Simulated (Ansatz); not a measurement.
`C[S][AlH][OH]`. Total charge 0; spin multiplicity 1.

| atom | x (Å) | y (Å) | z (Å) |
| --- | --- | --- | --- |
| C1 | -1.123 | 1.376 | -0.014 |
| S2 | -0.933 | -0.290 | -0.731 |
| Al3 | 0.958 | -0.882 | 0.158 |
| O4 | 1.638 | -2.393 | -0.173 |
| H5 | -0.294 | 1.629 | 0.649 |
| H6 | -1.165 | 2.104 | -0.823 |
| H7 | -2.052 | 1.409 | 0.552 |
| H8 | 1.718 | 0.101 | 1.126 |
| H9 | 1.252 | -3.054 | -0.745 |

(1) List the harmonic frequencies (cm⁻¹, unscaled) at PBE0-D4/def2-TZVP in Ansatz. (An estimate is asked.)

(2) Is this a minimum?

(3) Give the ideal-gas thermochemistry at 298.15 K and 1 bar (rigid rotor, harmonic oscillator; point group Cs, symmetry number 1).

(4) Rotational constants (cm⁻¹)?

Results:

(1) The calculation gave: 75, 114, 137, 227, 334, 489, 492, 597, 676, 724, 871, 975, 984, 1353, 1469, 1479, 1965, 3064, 3152, 3163, 3968.

(2) Yes, all 21 modes are real.

(3) Zero-point energy 157.3 kJ/mol; H(298) − E = 177.9 kJ/mol; entropy 341.8 J/(mol·K), of which translation 165.3, rotation 109.4, vibration 67.2; G(298) − E = 76.0 kJ/mol. Modes under 100 cm⁻¹ are hindered rotations or soft bends, so the harmonic entropy is rough.

(4) 0.4407, 0.07434, 0.06438.
